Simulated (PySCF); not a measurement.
Numbering as in the mapped SMILES `[CH3:1][CH:2]([CH3:3])[C@H:4]1[CH2:5][SiH2:6]1` (H(Xn): hydrogen on atom n). Ha(C5), Ha(Si6) are cis to C2 on the ring; Hb(C5), Hb(Si6) are trans to C2 on the ring.

Geometry: PBE0-D3(BJ)/def2-SVP; GIAO absolute shieldings from PySCF, gas phase, non-relativistic, averaged over equivalent atoms.

At KT3/pcSseg-1 (169 basis functions, 60 s wall time on 1 thread of an Intel Xeon, shared host):
```
  atoms  σ (ppm)
     C2    144.6
     C3    156.1
     C1    158.0
     C4    163.3
     C5    182.2
    Si6    497.2
Hb(Si6)    28.75
Ha(Si6)    29.03
  H(C1)    30.19
  H(C3)    30.20
 Hb(C5)    30.51
  H(C2)    30.59
  H(C4)    30.76
 Ha(C5)    31.03
```

Question: Predict the values at PBE0/pcSseg-1 on the same geometry.

Answer: 
```json
{"atoms": "C2", "σ at PBE0/pcSseg-1": "149.2", "change": "+4.6"}
{"atoms": "C3", "σ at PBE0/pcSseg-1": "157.9", "change": "+1.8"}
{"atoms": "C1", "σ at PBE0/pcSseg-1": "159.9", "change": "+1.9"}
{"atoms": "C4", "σ at PBE0/pcSseg-1": "166.2", "change": "+2.9"}
{"atoms": "C5", "σ at PBE0/pcSseg-1": "185.6", "change": "+3.4"}
{"atoms": "Si6", "σ at PBE0/pcSseg-1": "486.9", "change": "-10.3"}
{"atoms": "Hb(Si6)", "σ at PBE0/pcSseg-1": "28.55", "change": "-0.20"}
{"atoms": "Ha(Si6)", "σ at PBE0/pcSseg-1": "28.81", "change": "-0.22"}
{"atoms": "H(C1)", "σ at PBE0/pcSseg-1": "30.15", "change": "-0.04"}
{"atoms": "H(C3)", "σ at PBE0/pcSseg-1": "30.16", "change": "-0.04"}
{"atoms": "Hb(C5)", "σ at PBE0/pcSseg-1": "30.51", "change": "+0.00"}
{"atoms": "H(C2)", "σ at PBE0/pcSseg-1": "30.67", "change": "+0.08"}
{"atoms": "H(C4)", "σ at PBE0/pcSseg-1": "30.76", "change": "+0.00"}
{"atoms": "Ha(C5)", "σ at PBE0/pcSseg-1": "31.03", "change": "+0.00"}
```

The largest change is at Si6 (silicon bonded to 2 C, 2 H, in a 3-membered ring). Cost: 169 basis functions, 54 s wall time on 1 thread of an Intel Xeon, shared host. The order of the carbon signals is the same at both levels.
